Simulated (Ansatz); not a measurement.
Computed with Ansatz on PBE0-D4/def2-TZVP structures; ΔE is electronic, products minus reactants. CCSD(T)/CBS adds triple-zeta CCSD(T) − MP2 to the extrapolated MP2 energy (def2 sets, frozen cores). Functionals use def2-TZVPP. One conformer a species, not always the lowest.

`C[SiH2]C[SiH2]F` + `NC(F)S` → `F[SiH2]C[SiH2]F` + `CC(N)S`  (formal exchange of groups at the Si–C bond)

Task: Is it downhill or uphill in electronic energy at CCSD(T)/CBS, and by how much? (Estimate.)

Result: Ansatz gave: Downhill: ΔE = -1.64 eV.

Task: What do these levels give: PBE0-D4, ωB97X-V, r2SCAN, PBE0, HF/def2-TZVPP, SCS-MP2/def2-TZVPP, CCSD/def2-TZVPP, CCSD(T)/def2-TZVPP, MP2/def2-QZVPP, SCS-MP2/def2-QZVPP, HF/CBS(def2), MP2/CBS(def2)? (Best estimate.)

Result: Computed: PBE0-D4 -1.41, ωB97X-V -1.48, r2SCAN -1.44, PBE0 -1.43, HF/def2-TZVPP -1.66, SCS-MP2/def2-TZVPP -1.68, CCSD/def2-TZVPP -1.62, CCSD(T)/def2-TZVPP -1.59, MP2/def2-QZVPP -1.72, SCS-MP2/def2-QZVPP -1.72, HF/CBS(def2) -1.70, MP2/CBS(def2) -1.73 eV.

Largest T1 diagnostic among the species: 0.011.

From PBE to PBE0 (25 % exact exchange), in def2-TZVPP and without D4, ΔE moves by −0.09 eV.
